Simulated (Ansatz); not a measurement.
Ideal-gas functions of ClGeH$_{4}$N, SMILES `[NH2][GeH2][Cl]` at 500 K and 1 bar, from an Ansatz frequency run at PBE0-D4/def2-TZVP.

Molar mass 126.1 g/mol, point group Cs (symmetry number 1), electronic degeneracy 1, moments of inertia 39.884, 155.984, 186.418 u Å². Harmonic wavenumbers (cm⁻¹, unscaled): 185, 233, 404, 486, 558, 680, 717, 801, 852, 934, 1585, 2191, 2202, 3566, 3661.

Use S(trans) = R[1.5 ln M + 2.5 ln T − 1.1517]; rotational temperatures θ = 24.2544 K / I; S(rot) = R[ln(√π/σ · √(T³/θAθBθC)) + 1.5]; for each mode x = 1.438777 ν̃/T, S = R[x/(eˣ − 1) − ln(1 − e⁻ˣ)] and H = RT x/(eˣ − 1); 1 cm⁻¹ = 0.0119627 kJ/mol; R = 8.31446 J/(mol·K).

Question: By hand: the entropy, in J/(mol·K).

Answer: Translation 179.9. Rotation: θ = 0.6081, 0.1555, 0.1301 K, giving 113.0. Vibration, mode by mode: 13.65, 11.79, 7.52, 6.17, 5.22, 3.94, 3.63, 3.00, 2.67, 2.22, 0.49, 0.11, 0.11, 0.00, 0.00, in all 60.5. Electronic 0.0. Sum 353.4 J/(mol·K).

Question: By hand: H − E and G − E in kJ/mol, counted from the electronic energy.

Answer: Zero-point energy ½ × 19055 × 0.0119627 = 114.0; thermal vibration 17.6; translation, rotation and pV give 4 RT = 16.6. H − E = 148.2 kJ/mol, and G − E = 148.2 − 500 × 353.4/1000 = -28.5 kJ/mol.

Vibration gives 17 % of the entropy. The sum counts one conformer and one mirror image; others add a mixing term.
